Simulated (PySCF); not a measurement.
An equivalent PySCF input for Sb²⁺ (antimony, charge +2), [Kr] 4d10 5s2 5p1, 2P determinant, with scalar relativity through the core potential:

```python
from pyscf import gto, scf, dft, mp, cc
import basis_set_exchange as bse
txt = bse.get_basis("aug-cc-pVDZ-PP", elements=["Sb"], fmt="nwchem", header=False)
cut = txt.index("\nECP")
mol = gto.M(atom="Sb 0 0 0", charge=2, spin=1, symmetry="D2h",
            basis=gto.basis.parse(txt[:cut]),
            ecp={"Sb": gto.basis.parse_ecp(txt[cut:])})
mf = dft.UKS(mol, xc="TPSS")
mf.irrep_nelec = {'Ag': (4, 4), 'B1g': (1, 1), 'B2g': (1, 1), 'B3g': (1, 1), 'B1u': (1, 1), 'B2u': (2, 1), 'B3u': (1, 1)}
mf.kernel()
```

It reaches the same state as the run whose output follows, with an energy that differs only through the grid. The run itself started from symmetry-adapted Hartree-Fock orbitals and held the occupation by maximum overlap, on a logarithmic radial grid, so the iterations belong to that start.

```
SCF conv_tol = 1e-09
number electrons alpha = 11  beta = 10
XC functionals = TPSS
    J. Tao, J. P. Perdew, V. N. Staroverov, and G. E. Scuseria.,  Phys. Rev. Lett. 91, 146401 (2003)
    J. P. Perdew, J. Tao, V. N. Staroverov, and G. E. Scuseria.,  J. Chem. Phys. 120, 6898 (2004)
    J. Tao, J. P. Perdew, V. N. Staroverov, and G. E. Scuseria.,  Phys. Rev. Lett. 91, 146401 (2003)
    J. P. Perdew, J. Tao, V. N. Staroverov, and G. E. Scuseria.,  J. Chem. Phys. 120, 6898 (2004)
cycle= 1 E= -239.176689424999  delta_E= -0.00647  |g|= 0.0194  |ddm|= 0.498
cycle= 2 E= -239.176781583274  delta_E= -9.22e-05  |g|= 0.00812  |ddm|= 0.0545
cycle= 3 E= -239.176804388435  delta_E= -2.28e-05  |g|= 0.000288  |ddm|= 0.0214
cycle= 4 E= -239.176804426012  delta_E= -3.76e-08  |g|= 1.36e-05  |ddm|= 0.00123
cycle= 5 E= -239.176804426116  delta_E= -1.04e-10  |g|= 6.57e-08  |ddm|= 5.1e-05
converged SCF energy = -239.176804426116  <S^2> = 0.7517158  2S+1 = 2.0017151
```

Energies and moments cover only the electrons outside the core potential.
